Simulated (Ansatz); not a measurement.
This geometry of H$_{4}$OSn (6 atoms, charge 0, multiplicity 1) is a first-order saddle point.

Computed with RKS B3LYP/def2-SVP in Ansatz.

```xyz
6
Properties=species:S:1:pos:R:3
Sn -0.333 0.087 0.493
H 1.035 -0.030 1.546
H 1.585 0.103 0.173
H -0.325 1.372 -0.637
O -0.739 -1.596 -0.535
H -1.284 -2.181 0.010
```

Task: Which two structures does it join? (They come from a converged band through this point; their orientation in space is the band's.)

Result: Bonds broken: Sn1–H2, Sn1–H3. Bonds formed: H2–H3. H4OSn becomes H2 + H2OSn.

Initial state:

```xyz
6
Properties=species:S:1:pos:R:3
Sn 0.297 0.008 0.248
H 0.324 0.035 1.971
H 1.869 -0.060 -0.425
H -0.620 1.333 -0.365
O -0.526 -1.709 -0.378
H -1.406 -1.853 0.000
```

Final state:

```xyz
6
Properties=species:S:1:pos:R:3
Sn -1.047 0.123 0.485
H 1.825 0.098 1.443
H 1.895 0.341 0.724
H -0.237 1.052 -0.816
O -1.048 -1.560 -0.632
H -1.451 -2.298 -0.152
```

Task: How far does it lie above each of them?

Result: 2.27 eV above the first and 2.11 eV above the second. This is the barrier of this one path; another mechanism may lie lower. The orbitals stay closed-shell, which can raise the energy where a bond breaks towards radicals; this wasn't checked here.

Run time: 3.1 min on 1 thread of Arm Neoverse V1, with other jobs on the host, peak memory 0.12 GiB.
